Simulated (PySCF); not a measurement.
# One molecule, several mistakes: Al2BH4 cation

These are calculations, not measurements. They come from PySCF 2.14.0, an open-source quantum chemistry program, on an isolated molecule that a program drew, which may never have been made. The molecule is Al2BH4 cation (charge +1, singlet), drawn as the SMILES string `[BH2][AlH][AlH+]`.

Each row is a Hartree-Fock (HF) and frozen-core CCSD(T) single point in the cc-pV(D+d)Z basis, meant for a local HF minimum. Run 1 is clean. Each other run has one planted mistake out of seven kinds, and not every kind appears here: one electron removed, one electron added, multiplicity raised by two, geometry at a saddle point, minimal basis STO-3G, one bond length entered in bohr, all coordinates scaled. The reference is restricted for singlets and unrestricted otherwise, and also for a bond in bohr. Adding or removing an electron swaps singlet and doublet. Electrons count all cores. HOMO and LUMO are orbital energies over both spins, the gradient is its largest component, and the lowest frequency (negative if imaginary) is given only where the gradient is small. Bond lengths are over the 6 bonds as drawn. T1 is the CCSD diagnostic: over 0.02 (restricted) or 0.045 (unrestricted) a single reference is doubtful.

Geometry of the clean run:
```xyz
7
Al2BH4 cation, angstrom
B     0.7390   -0.5933   -1.7671
Al    0.8408    1.5379   -1.9741
Al   -1.4501    2.9073   -1.3425
H     0.3876   -1.2745   -2.6848
H     1.0093   -1.1142   -0.7255
H     1.8714    2.6368   -2.3986
H    -2.7409    3.7208   -0.9899
```

```
run  electrons  basis functions  <S^2>  HOMO (eV)  LUMO (eV)  gradient (hartree/bohr)  lowest frequency (cm^-1)  mean bond (Å)  longest bond (Å)      T1  HF (hartree)  CCSD(T) (hartree)                          mistake
  1         34               80  0.000     -14.36      -4.93                  2.2e-05                       108         1.7348             2.743  0.0132    -510.55175         -510.78560                         no fault
  2         35               80  0.776      -5.87       0.43                  3.0e-02                         -         1.7348             2.743  0.0245    -510.74930         -511.00032               one electron added
  3         34               80  2.040     -11.68      -5.85                  3.6e-02                         -         1.7348             2.743  0.0285    -510.45010         -510.67649       multiplicity raised by two
  4         34               80  0.912     -12.66      -5.02                  8.6e-03                         -         1.9669             2.958  0.0458    -510.46148         -510.68123  one bond length entered in bohr
  5         34               80  0.000     -13.97      -4.73                  3.4e-02                         -         1.8753             2.965  0.0143    -510.52804         -510.76579           all coordinates scaled
  6         34               27  0.000     -11.90       1.26                  2.9e-02                         -         1.7348             2.743  0.0104    -504.52267         -504.64659                                ?
```

**Which mistake was planted in run 6, and what did it cost?**

It has 27 basis functions where the clean run has 80, with the same electrons and geometry. So the mistake is: minimal basis STO-3G. Subtracting run 1 and multiplying by 627.51 kcal/mol a hartree, the energy moved by 3783.3 kcal/mol in HF and 3852.3 kcal/mol in CCSD(T).

Cautions from the logs. Run 4: T1 is over the limit, so its CCSD(T) energy is less reliable.
